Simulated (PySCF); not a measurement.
C$_{4}$H$_{10}$AlCl (SMILES C[CH](C)[Al]([CH3])[Cl]), singlet, geometry from GFN2-xTB (such geometries of metal compounds can be far from the true shape), atoms displaced at random by about 0.03 Å a coordinate; R2SCAN/STO-3G, gradient in PySCF.

PySCF was given this input:
```python
from pyscf import gto, scf, dft

mol = gto.M(
    atom='''
Al    0.219425    0.266022    0.508601
Cl   -0.233635   -1.182708    1.927319
C     0.672991    2.111814    1.134351
H     1.711774    2.327965    1.055202
H     0.350938    2.199879    2.170187
H     0.223746    2.870367    0.580626
C     0.256047   -0.255589   -1.462249
C     0.337127    0.997004   -2.312700
C    -1.012593   -1.085116   -1.823693
H     1.170672   -0.883162   -1.694030
H     0.384739    0.764267   -3.387235
H    -0.554041    1.606674   -2.182917
H     1.147025    1.607320   -2.076494
H    -1.098032   -1.933282   -1.209367
H    -0.983188   -1.415645   -2.873828
H    -1.941990   -0.572699   -1.805462
''',
    basis='sto-3g',
    charge=0,
    spin=0,
    verbose=4,
)

mf = dft.RKS(mol)
mf.xc = 'r2scan'
mf.grids.level = 0
mf.kernel()
g = mf.nuc_grad_method()
g.grid_response = False
grad = g.kernel()
```

Q: Write the output that PySCF gives for this input, abridged.

A: 
```
PySCF version 2.14.0

[INPUT] verbose = 4
[INPUT] num. atoms = 16
[INPUT] num. electrons = 64
[INPUT] charge = 0
[INPUT] spin (= nelec alpha-beta = 2S) = 0
[INPUT] symmetry False subgroup None
[INPUT] Mole.unit = angstrom
[INPUT] Symbol           X                Y                Z      unit          X                Y                Z       unit  Magmom
[INPUT]  1 Al     0.219425000000   0.266022000000   0.508601000000 AA    0.414653154883   0.502708723109   0.961116596680 Bohr   0.0
[INPUT]  2 Cl    -0.233635000000  -1.182708000000   1.927319000000 AA   -0.441506163113  -2.234994205332   3.642105064671 Bohr   0.0
[INPUT]  3 C      0.672991000000   2.111814000000   1.134351000000 AA    1.271768674297   3.990750086022   2.143612719127 Bohr   0.0
[INPUT]  4 H      1.711774000000   2.327965000000   1.055202000000 AA    3.234784047151   4.399216277573   1.994042786093 Bohr   0.0
[INPUT]  5 H      0.350938000000   2.199879000000   2.170187000000 AA    0.663176706703   4.157168817182   4.101059069091 Bohr   0.0
[INPUT]  6 H      0.223746000000   2.870367000000   0.580626000000 AA    0.422818661467   5.424207506989   1.097224120802 Bohr   0.0
[INPUT]  7 C      0.256047000000  -0.255589000000  -1.462249000000 AA    0.483858705017  -0.482993210451  -2.763250135919 Bohr   0.0
[INPUT]  8 C      0.337127000000   0.997004000000  -2.312700000000 AA    0.637077699196   1.884064505096  -4.370369608282 Bohr   0.0
[INPUT]  9 C     -1.012593000000  -1.085116000000  -1.823693000000 AA   -1.913523445652  -2.050572053384  -3.446280305286 Bohr   0.0
[INPUT] 10 H      1.170672000000  -0.883162000000  -1.694030000000 AA    2.212249461697  -1.668934303623  -3.201252746797 Bohr   0.0
[INPUT] 11 H      0.384739000000   0.764267000000  -3.387235000000 AA    0.727051339439   1.444255316043  -6.400946469541 Bohr   0.0
[INPUT] 12 H     -0.554041000000   1.606674000000  -2.182917000000 AA   -1.046985751780   3.036173831459  -4.125115282657 Bohr   0.0
[INPUT] 13 H      1.147025000000   1.607320000000  -2.076494000000 AA    2.167563108029   3.037394594536  -3.924004959303 Bohr   0.0
[INPUT] 14 H     -1.098032000000  -1.933282000000  -1.209367000000 AA   -2.074979756008  -3.653373501551  -2.285372414087 Bohr   0.0
[INPUT] 15 H     -0.983188000000  -1.415645000000  -2.873828000000 AA   -1.857956048959  -2.675181339610  -5.430747849107 Bohr   0.0
[INPUT] 16 H     -1.941990000000  -0.572699000000  -1.805462000000 AA   -3.669829236644  -1.082244261812  -3.411828708309 Bohr   0.0

nuclear repulsion = 339.267099128165
number of shells = 32
number of NR pGTOs = 144
number of NR cGTOs = 48
basis = sto-3g
ecp = {}

******** <class 'pyscf.dft.rks.RKS'> ********
method = RKS
initial guess = minao
damping factor = 0
level_shift factor = 0
DIIS = <class 'pyscf.scf.diis.CDIIS'>
diis_start_cycle = 1
diis_space = 8
diis_damp = 0
SCF conv_tol = 1e-09
SCF conv_tol_grad = None
SCF max_cycles = 50
direct_scf = True
direct_scf_tol = 1e-13
XC library pyscf.dft.libxc version 7.1.2
    S. Lehtola, C. Steigemann, M. J. T. Oliveira, and M. A. L. Marques,  SoftwareX 7, 1–5 (2018)
XC functionals = r2scan
    J. W. Furness, A. D. Kaplan, J. Ning, J. P. Perdew, and J. Sun,  J. Phys. Chem. Lett. 11, 8208–8215 (2020)
    J. W. Furness, A. D. Kaplan, J. Ning, J. P. Perdew, and J. Sun,  J. Phys. Chem. Lett. 11, 9248–9248 (2020)
    J. W. Furness, A. D. Kaplan, J. Ning, J. P. Perdew, and J. Sun,  J. Phys. Chem. Lett. 11, 8208–8215 (2020)
    J. W. Furness, A. D. Kaplan, J. Ning, J. P. Perdew, and J. Sun,  J. Phys. Chem. Lett. 11, 9248–9248 (2020)
radial grids:
    Treutler-Ahlrichs [JCP 102, 346 (1995); DOI:10.1063/1.469408] (M4) radial grids

becke partition: Becke, JCP 88, 2547 (1988); DOI:10.1063/1.454033
pruning grids: <function nwchem_prune>
grids dens level: 0
symmetrized grids: False
atomic radii adjust function: <function treutler_atomic_radii_adjust>
small_rho_cutoff = 0
Set gradient conv threshold to 3.16228e-05
Initial guess from minao.
tot grids = 13792
init E= -850.980076213979
  HOMO = -0.313651632688149  LUMO = 0.00612708233235354  gap/eV = 8.70162
cycle= 1 E= -851.309180310979  delta_E= -0.329  |g|= 0.479  |ddm|= 4.64
  HOMO = -0.118743220605997  LUMO = 0.0712624559752805  gap/eV = 5.17032
cycle= 2 E= -851.310033566082  delta_E= -0.000853  |g|= 0.485  |ddm|= 1.55
  HOMO = -0.154379324790736  LUMO = 0.111177843178577  gap/eV = 7.22618
cycle= 3 E= -851.392231248707  delta_E= -0.0822  |g|= 0.0273  |ddm|= 0.792
  HOMO = -0.154751712097206  LUMO = 0.107261169464187  gap/eV = 7.12973
cycle= 4 E= -851.392462250847  delta_E= -0.000231  |g|= 0.013  |ddm|= 0.0655
  HOMO = -0.155965397246834  LUMO = 0.106029827312536  gap/eV = 7.12925
cycle= 5 E= -851.392517090414  delta_E= -5.48e-05  |g|= 0.00219  |ddm|= 0.0209
  HOMO = -0.155743817045382  LUMO = 0.106251591331918  gap/eV = 7.12926
cycle= 6 E= -851.392518815555  delta_E= -1.73e-06  |g|= 0.000677  |ddm|= 0.00461
  HOMO = -0.155725918448052  LUMO = 0.106341216291368  gap/eV = 7.13121
cycle= 7 E= -851.392518979376  delta_E= -1.64e-07  |g|= 6.43e-05  |ddm|= 0.00119
  HOMO = -0.155732706244445  LUMO = 0.106331399565441  gap/eV = 7.13113
cycle= 8 E= -851.392518980874  delta_E= -1.5e-09  |g|= 8.48e-06  |ddm|= 0.000119
  HOMO = -0.155733279104856  LUMO = 0.106330704218167  gap/eV = 7.13112
cycle= 9 E= -851.392518980891  delta_E= -1.71e-11  |g|= 3.3e-06  |ddm|= 1.63e-05
  HOMO = -0.155733119913618  LUMO = 0.106330855202123  gap/eV = 7.13112
Extra cycle  E= -851.392518980892  delta_E= -9.09e-13  |g|= 3.13e-06  |ddm|= 8.52e-06
converged SCF energy = -851.392518980892

******** <class 'pyscf.grad.rks.Gradients'> for <class 'pyscf.dft.rks.RKS'> ********
unit = Eh/Bohr
grid_response = False
--------------- RKS gradients ---------------
         x                y                z
0 Al    -0.0180157375    -0.0309728468     0.0390762944
1 Cl     0.0029764793     0.0077389806    -0.0097148783
2 C     0.0102163533     0.0615456491    -0.0160586081
3 H    -0.0307095555     0.0020768253    -0.0042823618
4 H    -0.0028909562    -0.0052482232    -0.0068462769
5 H     0.0310603168    -0.0326281041     0.0281708788
6 C    -0.0046460336     0.0167553159    -0.0317414673
7 C     0.0398266617     0.0112788405     0.0299066172
8 C    -0.0281086124    -0.0088629027     0.0416368437
9 H     0.0174954145    -0.0075567821    -0.0082668003
10 H    -0.0022882626     0.0015238350     0.0014937447
11 H     0.0105014602    -0.0064518340    -0.0013305962
12 H    -0.0460822697    -0.0291725302    -0.0124766468
13 H     0.0032031215     0.0379436273    -0.0247775804
14 H    -0.0093090007     0.0059927779     0.0006543309
15 H     0.0253045890    -0.0283108972    -0.0138862884
----------------------------------------------
```
